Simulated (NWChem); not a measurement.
System: BH₃S₂O; SMILES B(S)(S)O

Program: NWChem. All runs use the structure optimised with PBE0/def2-SVP. Gas phase, vertical. One conformer.

PBE0/def2-SVPD, TDA puts singlet state 3 at 6.49 eV with oscillator strength 0.244.

**Question.** Give the wavelength, the transition dipole and the radiative lifetime of that state in vacuum.

**Answer.** 
1. λ = 1239.84/6.49 = 191 nm, or 52350 cm⁻¹.
2. f = (2/3) ΔE μ² in atomic units, so μ = √(1.5 f/ΔE) = 1.24 a.u. = 3.15 D.
3. τ = 1.499 s cm⁻² / (f ν²) = 2.2 ns, for a non-degenerate state that emits at the vertical energy; a higher state like this one mostly decays faster by other paths.
